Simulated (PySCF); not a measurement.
# InGe⁻: energy against distance

Set-up: In aug-cc-pVDZ-PP with ECP28, Ge aug-cc-pVDZ-PP with ECP10; scalar-relativistic core potentials (PySCF 2.14). Energies in eV from In + Ge⁻ in their ground configurations at the same level. State: ³Σ⁻ (triplet), unpaired electrons π ↑↑.

| R (Å) | PBE |
| --- | --- |
| 2.309 | -1.321 |
| 2.417 | -1.704 |
| 2.524 | -1.922 |
| 2.604 | -2.007 |
| 2.685 | -2.044 |
| 2.766 | -2.042 |
| 2.873 | -1.997 |
| 3.007 | -1.893 |
| 3.168 | -1.728 |
| 3.383 | -1.477 |

Question: Put a parabola through the three lowest points of the PBE curve and estimate Re, k and ωe (reduced mass 44.98 u; 1 eV/Å² = 0.16022 mdyn/Å; ωe = 1302.8·√(k/μ) cm⁻¹).

Answer: Through R = 2.604, 2.685, 2.766 Å the second-order coefficient is 2.97 eV/Å², so Re ≈ 2.721 Å, k ≈ 0.952 mdyn/Å and ωe ≈ 190 cm⁻¹. A polynomial fit of higher order to the unrounded PBE energies gives Re = 2.721 Å, k = 0.820 mdyn/Å, ωe = 176 cm⁻¹; anharmonicity and rounding make the difference.

The higher-order fit for each curve: PBE: Re = 2.721 Å, ωe = 176 cm⁻¹, De = 2.05 eV.

Spin–orbit coupling is left out, which matters for elements this heavy, above all for dissociation energies. For an ion De counts to the pair picked by the measured ionisation energies or electron affinities, which need not be the lowest pair at this level. The highest Kohn–Sham level is positive in this anion. Much of that is self-interaction error, but it also means that the finite basis helps to hold the extra electron. The state is the lowest determinant that a PBE0 search found; another state may lie lower at other levels.
